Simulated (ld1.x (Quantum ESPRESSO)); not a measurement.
# What one change does to a pseudopotential (palladium, ultrasoft)

```json
{
  "Element": "Pd (Z = 46)",
  "Generator": "ld1.x (Quantum ESPRESSO) 7.5",
  "Type": "ultrasoft",
  "Functional": "PBE",
  "Relativity": "fully relativistic",
  "Frozen core": "[Kr]",
  "Valence charge": "10",
  "Reference configuration": "4d8 5s0 5p0 (charge +2)",
  "Partial waves": "5s (bound, empty): rcut 1.65, rcutus 2.20 bohr; 5s channel at 0.7 Ry: rcut 1.65, rcutus 2.20 bohr; 5p (bound, empty): rcut 2.60, rcutus 3.10 bohr; 5p channel at -0.25 Ry: rcut 2.60, rcutus 3.10 bohr; 4d (bound): rcut 1.70, rcutus 1.90 bohr; 4d channel at -0.95 Ry: rcut 1.70, rcutus 1.90 bohr",
  "Local potential": "all-electron potential smoothed inside 2.30 bohr (lloc = -2)",
  "Core correction": "none",
  "Augmentation charge": "PSQ, inside the norm-conserving radii"
}
```

Open shells are filled in proportion to 2j + 1 (rel_dist='average').

Change: waves 5p (bound): rcut 2.02, rcutus 2.14 bohr; 5p channel at -0.25 Ry: rcut 2.02, rcutus 2.14 bohr.

Cutoffs: the cutoffs (Ry, on a coarse ladder) from which the occupation-weighted sum of valence levels, in a spherical-Bessel basis at the reference potential, stays within 10 and 1 mRy of its value at 400 Ry; they do not see the model core or the augmentation charge, which bear on the density cutoff. Errors are all-electron minus pseudo energies relative to the spin-unpolarised reference configuration.

Question: Predict the effect on cutoff, ghosts and configuration errors.

Answer: The potential gets neither clearly harder nor softer (30 Ry and 50 Ry → 30 Ry and 50 Ry); a bound ghost appears in p, which as a rule spoils a file; the number of tests that count goes from 7 to 6; the errors of the 6 common tests hardly move.

| quantity | base | changed |
| --- | --- | --- |
| cutoff, loose | 30 Ry | 30 Ry |
| cutoff, tight | 50 Ry | 50 Ry |
| bound ghosts | none | p3/2 |
| tests counted (converged, no solver errors) | 7 of 7 | 6 of 7 |
| error for 4d10 5s0 5p0, meV [ΔE -29.94 eV] | -396 | -396 |
| error for 4d9 5s0 5p0, meV [ΔE -20.82 eV] | -185 | -185 |
| error for 4d7 5s0 5p0, meV [ΔE 34.36 eV] | -413 | -413 |
| error for 4d6 5s0 5p0, meV [ΔE 83.70 eV] | -2117 | -2117 |
| error for 4d9 5s1 5p0, meV [ΔE -28.44 eV] | -55 | -55 |
| error for 4d9.5 5s0 5p0, meV [ΔE -26.70 eV] | -312 | -312 |
| lowest overlap eigenvalue by channel | s 0.52, p1/2 0.57, p3/2 0.56, d3/2 0.83, d5/2 0.91 | s 0.52, p1/2 0.66, p3/2 0.69, d3/2 0.83, d5/2 0.91 |

Changed file: Tests not counted: 4d9 5s0 5p1 (solver errors, printed error -1.1 eV). A true bound ghost makes a file unfit for plane-wave use even where its test errors are small: the radial tests pick states by their node count and pass the ghost by. Where a test does run into it, the solver fails or the error is huge.
